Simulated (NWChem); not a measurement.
Species: CH5AlS2; SMILES [CH3][Al]([SH])[SH]

```xyz
9

Al     0.4044    -0.0065     0.0031
C      2.3575    -0.0176     0.0051
H      2.7418    -0.0496    -1.0365
H      2.7588    -0.9074     0.5319
H      2.7748     0.8899     0.4868
S     -0.6859    -1.9205    -0.1550
H     -1.9277    -1.3603    -0.1465
S     -0.6718     1.9170     0.1365
H     -1.9180     1.3721     0.0595
```
Atoms are numbered in this order, from 1.

Level: PBE-D3(BJ)/def2-SVP (NWChem), optimised geometry, unscaled harmonic frequencies. 

List the harmonic frequencies with IR intensities, and the thermochemistry.


| frequency (cm⁻¹) | IR intensity (km/mol) |
|---|---|
| 15 | 0.0 |
| 136 | 12.2 |
| 137 | 1.2 |
| 167 | 9.0 |
| 183 | 0.1 |
| 258 | 38.4 |
| 377 | 11.2 |
| 514 | 42.6 |
| 566 | 2.6 |
| 616 | 31.5 |
| 638 | 24.5 |
| 686 | 46.3 |
| 712 | 121.9 |
| 1164 | 15.8 |
| 1373 | 0.9 |
| 1376 | 3.3 |
| 2621 | 2.1 |
| 2625 | 1.3 |
| 2973 | 0.8 |
| 3067 | 1.4 |
| 3081 | 1.9 |

| Property | Value |
|---|---|
| zero-point energy | 33.3 kcal/mol |
| thermal correction to the enthalpy at 298.15 K (with zero-point energy) | 38.9 kcal/mol |
| heat capacity Cv | 25.2 cal/(mol K) |
| entropy at 298.15 K and 1 atm (symmetry number 1) | 90.7 cal/(mol K) |
| dipole moment | 0.22 D |

Rigid rotor and harmonic oscillator; modes under 100 cm⁻¹ make the entropy uncertain.
